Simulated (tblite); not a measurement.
C7H13P.
Atom-mapped SMILES: `[CH2:1]=[CH:2][C@@H:3]1[CH2:4][CH2:5][CH2:6][PH:7][CH2:8]1` (hydrogens: H9, H10 on C1; H11 on C2; H12 on C3; H13, H14 on C4; H15, H16 on C5; H17, H18 on C6; H19 on P7; H20, H21 on C8)

Computed with GFN2-xTB (tblite), gas phase: L-BFGS steps from a force-field or distance-geometry start until the largest atomic force falls under 0.01 eV/Å.

Step 7: E = -656.0835 eV
```
atom  x, y, z in Å  |  force x, y, z in eV/Å
C1      3.0302    0.9279    0.0235    0.028   0.047   0.015
C2      2.0952    0.0113   -0.1405   -0.027  -0.034  -0.051
C3      0.6170    0.2777   -0.1091    0.028   0.023   0.015
C4     -0.0321   -0.5146    1.0332   -0.005   0.005  -0.002
C5     -1.5234   -0.2228    1.1860    0.015   0.019  -0.009
C6     -2.3340   -0.6093   -0.0450    0.002  -0.055   0.027
P7     -1.8240    0.2628   -1.6012    0.008  -0.006  -0.025
C8     -0.0022   -0.0710   -1.4665    0.029  -0.018  -0.002
H9      2.7910    1.9648    0.1970   -0.029  -0.004   0.007
H10     4.0816    0.6887   -0.0026   -0.058  -0.014  -0.016
H11     2.3818   -1.0175   -0.3199   -0.064  -0.024   0.013
H12     0.4629    1.3463    0.0746   -0.033   0.047   0.034
H13     0.4727   -0.2492    1.9664    0.013  -0.045  -0.022
H14     0.1136   -1.5850    0.8640   -0.001   0.026  -0.025
H15    -1.9037   -0.7792    2.0495    0.009   0.047  -0.032
H16    -1.6658    0.8426    1.3861    0.022   0.015   0.027
H17    -3.3959   -0.4078    0.1211    0.002   0.033  -0.009
H18    -2.2395   -1.6808   -0.2406    0.011  -0.071  -0.009
H19    -1.7699    1.5374   -1.0198    0.019   0.030   0.023
H20     0.1422   -1.1307   -1.6980    0.020  -0.044   0.033
H21     0.4935    0.4980   -2.2586    0.012   0.022   0.008
```

Step 8: E = -656.0847 eV
```
atom  x, y, z in Å  |  force x, y, z in eV/Å
C1      3.0289    0.9284    0.0242    0.028   0.016   0.000
C2      2.0941    0.0109   -0.1416   -0.028   0.000  -0.033
C3      0.6158    0.2799   -0.1094    0.047  -0.001   0.046
C4     -0.0321   -0.5144    1.0331    0.001   0.021  -0.026
C5     -1.5236   -0.2217    1.1849    0.040   0.005   0.020
C6     -2.3341   -0.6107   -0.0455    0.011  -0.038   0.031
P7     -1.8226    0.2610   -1.6009   -0.020   0.008  -0.046
C8     -0.0021   -0.0717   -1.4665    0.042  -0.004   0.015
H9      2.7893    1.9661    0.1975   -0.021  -0.036   0.002
H10     4.0805    0.6879   -0.0038   -0.074   0.000  -0.009
H11     2.3776   -1.0197   -0.3196   -0.056   0.010   0.012
H12     0.4624    1.3491    0.0770   -0.031   0.009   0.013
H13     0.4752   -0.2507    1.9658   -0.003  -0.044  -0.026
H14     0.1132   -1.5846    0.8617   -0.002   0.028  -0.023
H15    -1.9025   -0.7780    2.0487   -0.002   0.044  -0.024
H16    -1.6639    0.8439    1.3865    0.010   0.003   0.011
H17    -3.3956   -0.4057    0.1205    0.010   0.012  -0.014
H18    -2.2381   -1.6825   -0.2417   -0.004  -0.052   0.007
H19    -1.7679    1.5347   -1.0186    0.015   0.037   0.021
H20     0.1421   -1.1322   -1.6959    0.030  -0.026   0.029
H21     0.4944    0.4991   -2.2568    0.007   0.006  -0.005
```

Step 9: E = -656.0856 eV
```
atom  x, y, z in Å  |  force x, y, z in eV/Å
C1      3.0276    0.9289    0.0246    0.006  -0.014  -0.015
C2      2.0932    0.0109   -0.1430   -0.022   0.026  -0.006
C3      0.6156    0.2818   -0.1090    0.035  -0.010   0.042
C4     -0.0319   -0.5140    1.0327    0.009   0.023  -0.035
C5     -1.5230   -0.2206    1.1841    0.043  -0.004   0.025
C6     -2.3339   -0.6125   -0.0454    0.020  -0.012   0.013
P7     -1.8217    0.2597   -1.6013   -0.024   0.017  -0.034
C8     -0.0013   -0.0723   -1.4663    0.034   0.008   0.023
H9      2.7874    1.9666    0.1981   -0.016  -0.046  -0.001
H10     4.0784    0.6872   -0.0050   -0.055   0.006  -0.004
H11     2.3731   -1.0213   -0.3192   -0.043   0.032   0.008
H12     0.4614    1.3516    0.0792   -0.024  -0.022  -0.004
H13     0.4772   -0.2527    1.9648   -0.010  -0.038  -0.017
H14     0.1128   -1.5837    0.8593   -0.003   0.021  -0.025
H15    -1.9016   -0.7762    2.0478   -0.010   0.033  -0.005
H16    -1.6621    0.8452    1.3871    0.002  -0.005  -0.006
H17    -3.3951   -0.4037    0.1198    0.021  -0.009  -0.014
H18    -2.2371   -1.6848   -0.2425   -0.015  -0.023   0.025
H19    -1.7660    1.5332   -1.0172    0.010   0.029   0.013
H20     0.1426   -1.1339   -1.6936    0.038  -0.001   0.027
H21     0.4954    0.5002   -2.2554    0.004  -0.012  -0.011
```

Question: Estimate the geometry and energy of step 10. (The exact step hangs on the optimiser's Hessian estimate; all steps are aligned on step 9, rigid shifts and turns removed.)

Answer: E = -656.0863 eV, largest force 0.054 eV/Å
```
atom  x, y, z in Å  |  force x, y, z in eV/Å
C1      3.0266    0.9290    0.0247   -0.015  -0.028  -0.023
C2      2.0921    0.0114   -0.1442   -0.015   0.032   0.017
C3      0.6159    0.2833   -0.1081    0.005  -0.007   0.016
C4     -0.0316   -0.5134    1.0319    0.013   0.010  -0.025
C5     -1.5219   -0.2197    1.1838    0.026  -0.007   0.012
C6     -2.3333   -0.6141   -0.0452    0.024   0.009  -0.008
P7     -1.8213    0.2589   -1.6022   -0.006   0.020  -0.003
C8     -0.0001   -0.0727   -1.4656    0.014   0.014   0.017
H9      2.7856    1.9661    0.1985   -0.014  -0.036   0.000
H10     4.0760    0.6867   -0.0060   -0.017   0.005  -0.003
H11     2.3686   -1.0220   -0.3187   -0.028   0.036   0.002
H12     0.4603    1.3531    0.0809   -0.017  -0.032  -0.013
H13     0.4787   -0.2551    1.9637   -0.008  -0.029  -0.001
H14     0.1125   -1.5825    0.8569   -0.002   0.008  -0.029
H15    -1.9011   -0.7742    2.0471   -0.012   0.019   0.014
H16    -1.6606    0.8460    1.3874   -0.003  -0.006  -0.018
H17    -3.3944   -0.4024    0.1189    0.028  -0.024  -0.011
H18    -2.2365   -1.6870   -0.2427   -0.021   0.003   0.037
H19    -1.7643    1.5323   -1.0159    0.004   0.016   0.002
H20     0.1436   -1.1352   -1.6912    0.042   0.021   0.026
H21     0.4963    0.5008   -2.2545    0.004  -0.024  -0.011
```

The energy changes by -0.0007 eV. The first-order estimate −F·Δx gives -0.0010 eV and the mean of the old and new forces, exact on a quadratic surface, -0.0007 eV. The step makes an angle of 58° with the force vector and moves no atom by more than 0.005 Å.

The cost below is that of the whole relaxation. Hardware: one thread of an Intel Xeon Platinum 8175M at 2.50 GHz (shared host). Cost: 0.84 s of wall time.
